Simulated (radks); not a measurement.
Q: Se I, 34 electrons, occupied as [Ar] 3d10 4s2 4p(1/2: 2, 3/2: 2) (the NIST ground configuration). Method: Dirac Kohn-Sham, BLYP, spin-unpolarised, spherical densities, finite nucleus; Fermi nuclear charge, rms radius 4.14 fm; computed with a radial shooting solver on a logarithmic mesh with Libxc functionals. Some entries of the table are withheld. Estimate them.

| orbital | occ. | eigenvalue (eV) | <1/r> (bohr^-1) | <r> (bohr) |
|---|---|---|---|---|
| 1s1/2 | 2 | -12503.66 | 34.56 | 0.04408 |
| 2s1/2 | 2 | -1606.586 | 7.684 | 0.1957 |
| 2p1/2 | 2 | -1441.542 | (1) | (2) |
| 2p3/2 | 4 | -1399.749 | (3) | (4) |
| 3s1/2 | 2 | -212.9676 | 2.499 | 0.5741 |
| 3p1/2 | 2 | -156.5555 | (5) | 0.5826 |
| 3p3/2 | 4 | -150.6723 | (6) | 0.5932 |
| 3d3/2 | 4 | -53.4188 | 2.040 | 0.6285 |
| 3d5/2 | 6 | -52.5233 | 2.025 | 0.6329 |
| 4s1/2 | 2 | -17.1302 | 0.7420 | 1.791 |
| 4p1/2 | 2 | -6.5808 | 0.5824 | (7) |
| 4p3/2 | 2 | -6.2021 | 0.5679 | (8) |

A: 
(1) 2p1/2 <1/r> (bohr^-1): 7.651
(2) 2p1/2 <r> (bohr): 0.1685
(3) 2p3/2 <1/r> (bohr^-1): 7.415
(4) 2p3/2 <r> (bohr): 0.1723
(5) 3p1/2 <1/r> (bohr^-1): 2.379
(6) 3p3/2 <1/r> (bohr^-1): 2.322
(7) 4p1/2 <r> (bohr): 2.279
(8) 4p3/2 <r> (bohr): 2.333
